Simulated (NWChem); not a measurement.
# Total energies of digermane (H$_{6}$Ge$_{2}$)

SMILES: [GeH3][GeH3]
```xyz
8

Ge     1.2179     0.0515     0.0000
Ge    -1.2179    -0.0515     0.0000
H      1.7278     0.8119     1.2527
H      1.7301     0.7891    -1.2654
H      1.8209    -1.3781     0.0133
H     -1.7278    -0.8119     1.2527
H     -1.7301    -0.7891    -1.2654
H     -1.8209     1.3781     0.0133
```
Charge 0, spin multiplicity 1.

All runs are NWChem calculations. The geometry was optimised at PBE/def2-SVP, a minimum by its harmonic frequencies.

Basis set: 6-31G* (76 functions).

| method | total energy (Ha) |
|---|---|
| RHF | -4153.62524 |
| MP2 | -4154.12247 |
| B2PLYP | -4156.25633 |
| PBE | -4156.37915 |
| B3LYP | -4157.12417 |
| M06-2X | -4156.99188 |
| CCSD(T) | -4154.14435 |

Total energies of different functionals aren't comparable as a measure of quality: only differences taken within one method are. 

The Hamiltonian is non-relativistic. The correlated methods keep 18 core orbitals frozen. B3LYP has NWChem's definition, with VWN1-RPA local correlation. The Pople sets run with spherical d functions. Coupled-cluster values serve here as a point of comparison, not as the truth.
